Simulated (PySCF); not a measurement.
Gas-phase reaction: Sb + 3 H = SbH3

Computed with PySCF (xtb for GFN2) and rigid-rotor harmonic-oscillator thermochemistry at 1 bar. † marks an energy on the PBE0/def2-TZVP geometry and frequencies; other levels use their own. Open shells (unrestricted): Sb (multiplicity 4), H (multiplicity 2); the rest are closed-shell singlets. GFN2 has no spin-polarisation term. B3LYP is the form with VWN-RPA correlation. Sb: scalar-relativistic def2 core potential, no spin-orbit coupling. The harmonic model lacks anharmonicity and excited electronic states, which grow with temperature; levels with a mode under 35 cm⁻¹ are left out.

```
level               ΔE electronic, kJ  ΔH°(298 K), kJ  ΔS°(298 K), J/K  ΔG°(1800 K), kJ
------------------  -----------------  --------------  ---------------  ---------------
B3LYP/def2-TZVP†                 -835            -799             -292             -226
GFN2-xTB                         -958            -927             -292             -358
PBE/def2-TZVP†                   -812            -776             -292             -203
r2SCAN/def2-TZVP†                -812            -776             -292             -203
ωB97M-V/def2-TZVP†               -821            -785             -292             -213
```
ΔH° is lowest at GFN2-xTB and highest at r2SCAN/def2-TZVP†. No reference value is set beside these.
